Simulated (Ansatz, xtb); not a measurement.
# Ranking isomers of C4H6BNS

5 gas-phase structures of C4H6BNS, from a drawn sample of its isomers (lower ones may exist). Each was relaxed with GFN2-xTB:

A. `Bc1ccc(N)s1`, a singlet
B. `Bc1cscc1N`, a singlet
C. `Bc1sccc1N`, a singlet
D. `Bc1cc(N)cs1`, a singlet
E. `Bc1ccsc1N`, a singlet

**Question.** Estimate their order in r2SCAN-D4/def2-SVP energy at these geometries, lowest first.

**Answer.** Calculated order at r2SCAN-D4/def2-SVP: C (0.0), A (9.5), E (22.6), D (25.5), B (36.7) kJ/mol. Less than 1 kcal/mol parts E and D, so the order within that pair means little.

Energies above the lowest of each column, in kJ/mol; the last columns are at B3LYP/def2-SVP geometries:

| structure | GFN2-xTB | HF/STO-3G | r2SCAN-D4/def2-SVP | B3LYP/def2-SVP | CCSD(T)/def2-SVP + ΔMP2/def2-TZVPP |
| --- | --- | --- | --- | --- | --- |
| C | 0.0 | 0.0 | 0.0 | 0.0 | 0.0 |
| A | 6.9 | 5.6 | 9.5 | 9.0 | 13.0 |
| E | 9.3 | 5.4 | 22.6 | 20.1 | 21.9 |
| D | 15.3 | 21.4 | 25.5 | 23.8 | 16.6 |
| B | 21.6 | 35.8 | 36.7 | 32.2 | 24.9 |

Every level run on C puts it lowest or level with the lowest. CCSD(T)/def2-SVP + ΔMP2/def2-TZVPP orders those it was run on as C (0.0), A (13.0), D (16.6), E (21.9), B (24.9) kJ/mol. Less than 1 kcal/mol parts A and D; E and B, so the order within those pairs means little. Flexible structures stand in one conformer each, not always the lowest. ΔMP2 is the change of the MP2 energy from the smaller to the larger basis.

Over these structures GFN2-xTB departs from r2SCAN-D4/def2-SVP by 5.5 kJ/mol on average once a common shift is removed. A GFN2-xTB relaxation took about 0.13 s and the r2SCAN-D4/def2-SVP energy about 2.3 s on a shared host (Ansatz 0.2.0, xtb 6.7.1).
